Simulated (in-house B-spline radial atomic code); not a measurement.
## Kr7+: [Ne] 3s2 (3p1/2)2 (3p3/2)3 3d10 4s1 (8d5/2)1 (an excited or competing configuration)

Level of theory: Dirac-Hartree-Fock, average of the jj configuration, Fermi nucleus of rms radius 4.1884 fm; calculated with an all-electron radial atomic-structure program (B-spline basis).

Screening seen three ways: the hydrogenic charge with the same mean radius, Z_r = [3n² - l(l+1)]/(2<r>), the one with the same energy, Z_e = n√(-2ε), and Slater's rules. Values are occupation-weighted means over j. An effective charge above Z reflects the relativistic contraction of the inner shells.

| shell | electrons | ε (eV) | <r> (bohr) | Z_r | Z_e | Slater |
| --- | --- | --- | --- | --- | --- | --- |
| 1s | 2 | -14574 | 0.04146 | 36.18 | 32.73 | 35.70 |
| 2s | 2 | -2115 | 0.1825 | 32.87 | 24.94 | 31.85 |
| 2p | 6 | -1883.3 | 0.16 | 31.25 | 23.53 | 31.85 |
| 3s | 2 | -447.03 | 0.5216 | 25.88 | 17.20 | 25.10 |
| 3p | 5 | -374.06 | 0.5282 | 23.66 | 15.73 | 25.10 |
| 3d | 10 | -245.99 | 0.5282 | 19.88 | 12.76 | 15.85 |
| 4s | 1 | -142.88 | 1.29 | 18.61 | 12.96 | 11.55 |
| 8d | 1 | -16.197 | 9.729 | 9.56 | 8.73 | 8.00 |

The least bound orbital is 8d5/2 at -16.2 eV, and it is also the most diffuse (<r> = 9.729 bohr). The part-filled 3p shell lies below the filled 3d shell in orbital energy.

For the 1s electron the small component carries 1.71 % of the norm, the zero-frequency Breit interaction raises the level by 23.52 eV, self-energy by 12.52 eV, and vacuum polarisation lowers it by 1.302 eV.
